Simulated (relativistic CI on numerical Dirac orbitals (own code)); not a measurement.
# Level scheme of Ar II

Method of calculation: Dirac-Coulomb-Breit CI, orbitals from a KLI potential per configuration, QED by a radiative potential, valence Slater integrals scaled by 0.85, configuration energies shifted to the measured levels that pair with them (semi-empirical) (own radial code, finite nucleus).

CI space (outside the closed core [Ne]): 3s2.3p5, 3s.3p6, 3s2.3p4.3d, 3s2.3p4.4s, 3s2.3p4.4p, 3s2.3p3.3d2, 3s.3p5.3d, 3s2.3p4.5s, 3s2.3p4.4d, 3s2.3p4.5p, 3s2.3p4.4f, 3s2.3p4.5d, 3s2.3p3.4s2, 3s2.3p4.5f, 3s2.3p4.5g, 3s2.3p3.3d.4s, 3s2.3p3.4s.4p, 3s2.3p3.3d.4p, 3p5.3d2, 3s2.3p3.4p2, 3s.3p5.4s. Levels of other configurations are missing.

The lowest level is 3s2.3p5 2P°_3/2, with 97 % of that term; Hund's rules for 3s2.3p5 give 2P° with J = 3/2, in agreement.

```
No.  Configuration  Term    J   E (eV)   %  Lifetime (s)
  1        3s2.3p5   2P°  3/2   0.0000  97              
  2        3s2.3p5   2P°  1/2   0.1756  97      1.96e+01
  3         3s.3p6    2S  1/2  13.4859  63      5.29e-09
  4     3p4(3P).3d    4D  7/2  16.4058  98              
  5     3p4(3P).3d    4D  5/2  16.4263  98              
  6     3p4(3P).3d    4D  3/2  16.4459  98              
  7     3p4(3P).3d    4D  1/2  16.4599  98              
  8     3p4(3P).4s    4P  5/2  16.6437  98      4.20e-07
  9     3p4(3P).4s    4P  3/2  16.7485  96      1.52e-08
 10     3p4(3P).4s    4P  1/2  16.8143  98      6.76e-08
 11     3p4(3P).4s    2P  3/2  17.0943  96      3.21e-10
 12     3p4(3P).4s    2P  1/2  17.2195  97      3.15e-10
 13     3p4(3P).3d    4F  9/2  17.5502  99              
 14     3p4(3P).3d    4F  7/2  17.6183  99              
 15     3p4(3P).3d    4F  5/2  17.6682  99              
 16     3p4(3P).3d    4F  3/2  17.7019  99      6.63e-07
 17     3p4(3P).3d    2P  1/2  18.0976  95      1.97e-08
 18     3p4(3P).3d    2P  3/2  18.1968  58      2.98e-08
 19     3p4(3P).3d    4P  1/2  18.2068  96      5.40e-07
 20     3p4(3P).3d    4P  3/2  18.2590  59      1.65e-07
 21     3p4(3P).3d    4P  5/2  18.2836  99      2.74e-07
 22     3p4(1D).4s    2D  3/2  18.4387  52      4.83e-09
 23     3p4(1D).4s    2D  5/2  18.4748  65      2.64e-09
 24     3p4(3P).3d    2F  7/2  18.5321  98      1.14e+00
 25     3p4(3P).3d    2F  5/2  18.6570  94      1.02e-08
 26     3p4(1D).3d    2D  3/2  18.7480  52      6.15e-10
 27     3p4(1D).3d    2D  5/2  18.8105  65      7.19e-10
 28     3p4(1D).3d    2G  9/2  19.1181  99      3.23e+00
 29     3p4(1D).3d    2G  7/2  19.1245  98      4.11e+00
 30     3p4(3P).4p   4P°  5/2  19.2006  96      6.77e-09
 31     3p4(3P).4p   4P°  3/2  19.2399  95      6.83e-09
 32     3p4(3P).4p   4P°  1/2  19.2851  97      6.84e-09
 33     3p4(3P).4p   4D°  7/2  19.4575  99      6.35e-09
 34     3p4(3P).4p   4D°  5/2  19.5095  72      7.14e-09
 35     3p4(3P).4p   4D°  3/2  19.5748  89      6.63e-09
 36     3p4(3P).4p   4D°  1/2  19.6090  98      6.44e-09
 37     3p4(3P).4p   2D°  5/2  19.6308  74      8.85e-09
 38     3p4(3P).4p   2D°  3/2  19.7150  81      9.50e-09
 39     3p4(3P).4p   2P°  1/2  19.7807  66      8.43e-09
 40     3p4(3P).4p   2P°  3/2  19.8474  85      8.22e-09
 41     3p4(3P).4p   4S°  3/2  19.9093  95      6.13e-09
 42     3p4(3P).4p   2S°  1/2  19.9370  67      8.42e-09
 43     3p4(1D).3d    2F  5/2  20.2895  98      9.90e-08
 44     3p4(1D).3d    2F  7/2  20.3129  98              
 45     3p4(1S).4s    2S  1/2  21.0765  96      3.46e-10
 46     3p4(1D).4p   2F°  5/2  21.1653  99      7.67e-09
 47     3p4(1D).4p   2F°  7/2  21.1801  99      7.52e-09
 48     3p4(1D).3d    2D  5/2  21.2885  60      1.92e-10
 49     3p4(1D).3d    2D  3/2  21.3589  57      1.98e-10
 50     3p4(1D).4p   2P°  3/2  21.3940  93      4.44e-09
 51     3p4(1D).4p   2P°  1/2  21.4642  95      4.32e-09
 52     3p4(1D).3d    2P  3/2  21.4755  55      1.48e-10
 53     3p4(1D).4p   2D°  3/2  21.5108  97      6.72e-09
 54     3p4(1D).3d    2P  1/2  21.5108  58      1.48e-10
 55     3p4(1D).4p   2D°  5/2  21.5151  99      6.77e-09
 56     3p4(1S).3d    2D  5/2  22.4122  88      1.86e-09
 57     3p4(1S).3d    2D  3/2  22.4324  84      1.42e-09
 58    3p4(3P).5s‡    4P  5/2  22.5100  99      4.56e-09
 59    3p4(3P).5s‡    4P  3/2  22.5958  75      1.56e-09
 60    3p4(3P).5s‡    4P  1/2  22.6812  96      3.57e-09
 61    3p4(3P).5s‡    2P  3/2  22.7154  75      6.53e-10
 62    3p4(3P).4d‡    4D  7/2  22.7465  91      3.45e-09
 63    3p4(3P).4d‡    4D  5/2  22.7626  90      3.44e-09
 64    3p4(3P).4d‡    4D  3/2  22.7876  91      3.35e-09
 65    3p4(3P).4d‡    4D  1/2  22.8124  94      3.38e-09
 66    3p4(3P).5s‡    2P  1/2  22.8260  96      5.27e-10
 67    3p4(3P).4d‡    4F  9/2  22.8950  99      3.67e-09
 68    3p4(3P).4d‡    4F  7/2  22.9689  90      3.65e-09
 69    3p4(3P).4d‡    4F  5/2  23.0227  94      3.54e-09
 70    3p4(3P).4d‡    4P  1/2  23.0259  83      8.96e-10
```

Energies count from the lowest computed level; ° marks odd parity; lifetimes are radiative, by E1, M1, E2 decay to levels of this space only; some are left blank where a channel outside the calculation adds to the decay or the decay crosses a small, uncertain gap. Percentages are summed over parent terms; the parents shown are those of the largest component, closed shells are left out there. ‡ marks configurations that were not tied to measured data.

The mean weight of the leading LS term, summed over parents, in these 70 levels is 88 %, and that of the leading jj configuration (from the same eigenvectors) 53 %, so LS coupling describes them better.

Configurations whose levels could be paired with our table of measured levels were shifted onto them, all but the ground configuration, by the median error of their levels; single terms can still be off by 1,000 to 2,000 cm⁻¹ or more, and rates follow the energies as ν³ (E1, M1) or ν⁵ (E2). The others borrow a shift and can be off by several thousand cm⁻¹ or more. The fine structure of a lone outer electron comes out too small, for d and f at times inverted, and misplaced configurations move strength between like terms. 32 of the 34 excited levels that our extract of the measured tables holds in this range could be paired (the sources list more); they are missed by 255 cm⁻¹ on average and 635 at most, after the shifts were fitted to these levels, and levels without a partner can miss by more.

LS names give the leading component of a level, which can be under half, so a name can repeat, a term be missing and a line seem to break the LS rules.
